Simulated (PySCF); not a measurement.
## Solvent effects on NMR parameters

Geometry (Å), atoms numbered from 1 in this order:
```xyz
13

C     2.8835   -0.2312   -0.1962
C     1.6020    0.0260    0.0821
P     0.5021    0.7288   -1.1989
C    -0.8304    1.5168   -0.1995
C    -1.1600    0.3084   -0.5596
C    -2.2202   -0.7203   -0.4317
F    -1.7620   -1.7796    0.2394
F    -3.2821   -0.2487    0.2234
F    -2.6308   -1.1410   -1.6267
H     3.3035   -0.0252   -1.1877
H     3.5641   -0.6587    0.5468
H     1.1891   -0.1920    1.0762
H    -1.1623    2.3977    0.3491
```

GIAO PBE0/pcSseg-1 in PySCF 2.14.0 with density-fitted response routines on one PBE0-D3(BJ)/def2-SVP conformer, non-relativistic, equivalent nuclei averaged. Solvents enter as an IEF-PCM continuum (benzene with ε = 2.3, dichloromethane with ε = 8.9) around the gas-phase geometry. Shifts are referred to TMS, CFCl3 computed in the same medium.

Gas phase, δ in ppm: C2 158.8, C1 140.0, C4 136.1, C5 135.5, C6 127.7, F7/F8/F9 -75.6, H13 8.44, H10 6.49, H11 6.09, H12 5.81. Dipole moment 2.36 D.

Question: How does each δ change in the continuum?

Answer: 
| atoms | environment | Δδ, benzene | Δδ, dichloromethane |
| --- | --- | --- | --- |
| C2 | alkene CH | 0.0 | +0.2 |
| C1 | terminal =CH2 carbon | +1.5 | +2.7 |
| C4 | alkene CH | +1.8 | +3.3 |
| C5 | fully substituted alkene carbon | -0.8 | -1.5 |
| C6 | CF3 carbon | +0.7 | +1.4 |
| F7/F8/F9 | fluorine of a CF3 group | +0.4 | +0.9 |
| H13 | hydrogen on an alkene CH | +0.22 | +0.40 |
| H10 | hydrogen on a terminal =CH2 carbon | +0.08 | +0.15 |
| H11 | hydrogen on a terminal =CH2 carbon | +0.10 | +0.18 |
| H12 | hydrogen on an alkene CH | +0.05 | +0.11 |

Changes are relative to the gas phase. The dipole moment becomes 2.60 D in benzene, 2.82 D in dichloromethane.

Question: Which of the listed nuclei move most (in ppm), and what does the model miss?

Answer: C4 (alkene CH, +3.3 ppm) in dichloromethane. A continuum only polarises the solute; specific hydrogen bonds, the anisotropy of aromatic solvents and changes of geometry or conformer are outside it.
